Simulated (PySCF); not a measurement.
Molecule: SMILES CC(=O)NC(C)C, C₅H₁₁NO.

Atoms are numbered as in `[CH3:1][C:2](=[O:3])[NH:4][CH:5]([CH3:6])[CH3:7]`. Hydrogens are named by the atom that carries them.

Geometry PBE0-D3(BJ)/def2-SVP throughout; GIAO in PySCF, gas phase, one conformer, non-relativistic; equivalent atoms averaged; functional PBE0.

For orientation, STO-3G gives these shifts δ (against TMS, H2O, NH3 at the same level): C2 106.8, C5 41.2, C1 23.4, C6/C7 22.6, O3 393.6, N4 65.9, H(N4) 3.10, H(C1) 1.59, H(C6)/H(C7) 0.97 ppm.

A run gave: C2 153.2, C5 37.1, C1 22.0, C6/C7 23.6, O3 370.4, N4 122.3, H(N4) 3.62, H(C1) 1.61, H(C6)/H(C7) 1.03 ppm (shifts δ (against TMS, H2O, NH3 at the same level)).

Which basis set was used in that run?
A. 6-31G
B. cc-pVDZ
C. 6-31G*
D. pcSseg-1
E. def2-TZVP

## Answers

C. O3 tells them apart best: 6-31G* gives 370.4, cc-pVDZ gives 398.9, pcSseg-1 gives 426.3, def2-TZVP gives 408.4, 6-31G gives 396.5 ppm.
